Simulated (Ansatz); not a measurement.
# A reaction path, image by image

AlHBrClF$_{2}$, closed shell, from AlHBrClF₂ ([F][Al]([F])([ClH])[Br]) to AlHBrClF₂ ([F][Al]([F])([Cl])[BrH]); PBE0-D4/def2-SVP (Ansatz 0.2.0). Settings:

```yaml
hamiltonian: {xc: pbe0, dispersion: d4}
neb:
  images: 5
  climbing: true
  max_iterations: 40
  initial_path: idpp
```

First end:

```
6
angstrom
Al -0.3842 -0.4696 -0.4905
Br 1.5940 -1.4512 -0.0200
F -0.5521 0.2839 -1.9377
F -1.7303 -1.0404 0.2529
H 1.1158 1.1192 1.2767
Cl -0.0433 1.5582 0.9187
```

Second end:

```xyz
6
angstrom
Al -0.7416 0.0296 -0.3809
Br 1.6361 -0.9284 0.3187
F -0.4679 0.1040 -1.9976
F -1.6437 -1.2177 0.1887
H 1.8871 0.2101 1.1419
Cl -0.6700 1.8024 0.7293
```

The ends were relaxed with PBE0-D4 in triple zeta, so they are not quite minima here (largest force components 0.47 and 0.49 eV/Å).

Energies along the converged band: It took 7 iterations. Path lengths are measured after rigid turns and shifts between images are taken out.
```tsv
image	path length (Å)	energy (eV)
0	0.00	0.000
1	0.34	0.003
2	0.69	0.080
3 (climbing)	1.03	0.194
4	1.41	0.092
5	1.79	0.030
6	2.17	0.033
```
Energies count from the first end.

The images between the ends:
Image 1:
```xyz
6
angstrom
Al -0.4139 -0.4092 -0.4699
Br 1.6123 -1.2929 0.0855
F -0.5655 0.2913 -1.9605
F -1.7567 -1.0477 0.2545
H 1.1145 0.8885 1.1365
Cl 0.0092 1.5700 0.9541
```

Image 2:
```xyz
6
angstrom
Al -0.4491 -0.3161 -0.4326
Br 1.6402 -1.1232 0.2031
F -0.5371 0.2687 -1.9768
F -1.7399 -1.0833 0.2598
H 1.0735 0.6866 0.9924
Cl 0.0123 1.5673 0.9541
```

Image 3:
```xyz
6
angstrom
Al -0.5194 -0.1858 -0.3916
Br 1.6754 -0.9715 0.3137
F -0.5061 0.2162 -1.9946
F -1.7107 -1.1378 0.2453
H 1.1417 0.4962 0.9140
Cl -0.0811 1.5828 0.9133
```

Image 4:
```xyz
6
angstrom
Al -0.6178 -0.0721 -0.3758
Br 1.6977 -0.9348 0.3480
F -0.4743 0.1657 -2.0055
F -1.6773 -1.1865 0.2314
H 1.3554 0.3684 0.9517
Cl -0.2839 1.6592 0.8504
```

Image 5:
```xyz
6
angstrom
Al -0.6903 -0.0115 -0.3782
Br 1.6751 -0.9331 0.3368
F -0.4812 0.1228 -2.0145
F -1.6708 -1.2143 0.1974
H 1.6293 0.3071 1.0619
Cl -0.4621 1.7290 0.7967
```

The band counts as converged below 0.05 eV/Å. The run took about 86 s on 4 CPU threads of an Arm Neoverse V2 (shared host).
